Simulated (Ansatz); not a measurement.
C4H2AlF. Total charge 0; spin multiplicity 1. The bonds changed during the relaxation, so this is another structure than the one it started from. The geometry is a stationary point of PBE0-D4/def2-TZVP. It is one conformer, not always the lowest.

```xyz
8

F     1.263   -0.042    2.817
Al    1.253    0.738    1.366
C    -0.407    0.172   -1.199
C     0.094    0.091    0.034
C    -0.951   -0.962   -0.299
C    -1.403   -0.825   -1.530
H     2.192    1.973    1.138
H    -2.040   -1.145   -2.326
```

Question: What is the dipole moment at PBE/def2-TZVPP? (Estimate.)

Answer: Computed: 2.43 D, with components (-0.97, 0.07, -2.23) D in this frame, pointing from negative to positive charge.

Question: And with r2SCAN, B3LYP, ωB97M-V? (An estimate is asked.)

Answer: Computed: r2SCAN 2.47 D, B3LYP 2.45 D, ωB97M-V 2.34 D.

Question: Give the Mulliken charges with PBE, B3LYP, r2SCAN in def2-TZVPP. (Best estimate.)

Answer: Computed: 
| atom | PBE | B3LYP | r2SCAN |
| --- | --- | --- | --- |
| F1 | -0.32 | -0.36 | -0.36 |
| Al2 | 0.54 | 0.63 | 0.70 |
| C3 | 0.04 | 0.05 | 0.11 |
| C4 | -0.23 | -0.27 | -0.37 |
| C5 | -0.01 | -0.01 | 0.05 |
| C6 | -0.10 | -0.12 | -0.18 |
| H7 | -0.10 | -0.12 | -0.12 |
| H8 | 0.19 | 0.21 | 0.18 |

B3LYP here is the variant with VWN-RPA as its local correlation; programs differ in this.
